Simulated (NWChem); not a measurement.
Species: C2H5ClGe; SMILES C=[C](Cl)[GeH3]

Task: Give the equilibrium geometry at PBE0/def2-SVP (NWChem) as an XYZ file, with the point group.

Result: point group Cs; any orientation.
```
9

C     -1.7973    -1.0021     0.0000
C     -0.5089    -0.6556     0.0000
Cl     0.7354    -1.8796     0.0000
Ge     0.1657     1.1765     0.0000
H     -2.5705    -0.2291     0.0000
H     -2.1172    -2.0485     0.0000
H     -1.0395     2.1322     0.0000
H      1.0259     1.3947    -1.2540
H      1.0259     1.3947     1.2540
```
